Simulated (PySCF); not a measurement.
Input of a response calculation (the driver script's job line, then coordinates in Å):

```
{"job": {"kind": "uv", "xc": "PBE0", "basis": "def2-SVPD", "nstates": 6, "ntriplets": 2}, "charge": 0, "multiplicity": 1}
O      0.776886     2.448207     0.298024
C     -0.289261     1.894395     0.446305
N     -0.421096     0.589816     0.661636
Si    -1.733945    -0.579292     0.734141
N     -0.424328    -1.712038     0.747176
Si     0.914681    -0.579903     0.693834
P      2.185936    -0.693376    -1.135008
H     -1.251071     2.442956     0.406506
H     -2.534021    -0.567227    -0.483819
H     -2.468498    -0.467901     1.986194
H     -0.422391    -2.714850     0.770878
H      1.622365    -0.479838     1.966573
H      2.802297     0.516209    -0.872909
H      1.241770    -0.097632    -1.961671
```

Its output, with some lines taken out ([cut]):

```
coarse grid: 13512 points
cycle   1  E = -1146.1186220900  dE =  1.058e+00  |g| = 8.739e-01  |ddm| = 5.080e+00
cycle   2  E = -1145.5669430746  dE =  5.517e-01  |g| = 1.827e+00  |ddm| = 3.268e+00
cycle   3  E = -1146.2619358796  dE = -6.950e-01  |g| = 2.856e-01  |ddm| = 2.565e+00
cycle   4  E = -1146.2771939666  dE = -1.526e-02  |g| = 1.144e-01  |ddm| = 3.671e-01
cycle   5  E = -1146.2799499939  dE = -2.756e-03  |g| = 1.843e-02  |ddm| = 1.453e-01
cycle   6  E = -1146.2800498679  dE = -9.987e-05  |g| = 5.703e-03  |ddm| = 4.289e-02
cycle   7  E = -1146.2800596326  dE = -9.765e-06  |g| = 1.281e-03  |ddm| = 1.243e-02
final grid: 117784 points
cycle   8  E = -1146.4151069730  dE = -3.251e-06  |g| = 1.196e-02  |ddm| = 1.028e-01
cycle   9  E = -1146.4150154224  dE =  9.155e-05  |g| = 2.440e-02  |ddm| = 3.039e-02
cycle  10  E = -1146.4151352210  dE = -1.198e-04  |g| = 1.687e-03  |ddm| = 2.082e-02
cycle  11  E = -1146.4151358545  dE = -6.335e-07  |g| = 2.764e-04  |ddm| = 2.212e-03
cycle  12  E = -1146.4151358707  dE = -1.619e-08  |g| = 9.932e-05  |ddm| = 4.927e-04
cycle  13  E = -1146.4151358733  dE = -2.589e-09  |g| = 2.319e-05  |ddm| = 1.732e-04
cycle  14  E = -1146.4151358734  dE = -1.392e-10  |g| = 5.344e-06  |ddm| = 4.567e-05
converged SCF energy = -1146.4151358734

[cut]

Singlet excitations
state   eV       nm        f      main configurations
[cut]
  2   5.4382    228.0   0.00243   H->L+2 0.18, H-1->L+2 0.17, H->L+1 0.15
  3   5.6043    221.2   0.01167   H-2->L 0.60, H->L 0.26
  4   5.7764    214.6   0.00441   H-1->L 0.62, H-2->L 0.23
  5   6.1770    200.7   0.00610   H->L+1 0.37, H->L+2 0.29, H->L+3 0.16
[cut]

[cut]
```

Computed with PySCF 2.14.0, density-fitted response routines, TDDFT PBE0/def2-SVPD, vertical, gas phase, core orbitals frozen in the response. Geometry: GFN2-xTB, one conformer, isolated molecule.

Task: Restore the lines that were cut, in order.

Result: 
```
Static polarisability (au): isotropic 103.194, principal 86.441 101.717 121.424
  1   5.4019    229.5   0.00031   H->L 0.55, H-1->L 0.12
  6   6.3767    194.4   0.01149   H-3->L 0.84
Triplet excitations (Tamm-Dancoff, eV): 4.9170 5.0955
```

Task: How much of the mean polarisability do the listed states account for?

Result: The sum over states Σ f/ΔE² (ΔE in hartree) gives 0.77 au, under 1% of the total; the rest comes from higher roots of the same response equations.

Task: What is the total energy of state 1 at this geometry?

Result: -1146.41514 + 0.19852 = -1146.21662 hartree.

Task: What is the gap between the lowest singlet and the lowest triplet?

Result: 5.4019 − 4.9170 = 0.4849 eV (full response against Tamm–Dancoff).

Task: Which species is it?

Result: `[Si@@H]1(P)N[SiH2]N1C=O` (CH7N2OPSi2), point group C1.

The SCF starts on a coarse grid; the energy jumps when the final grid takes over, and dE counts afresh there. H and L stand for HOMO and LUMO.

Shape of the structure used: `[O:1]=[CH:2][N:3]1[SiH2:4][NH:5][Si@H:6]1[PH2:7]`: O1–C2–N3–Si4 -171°, H–P7–Si6–N5 166°, H–P7–Si6–N5 73°.
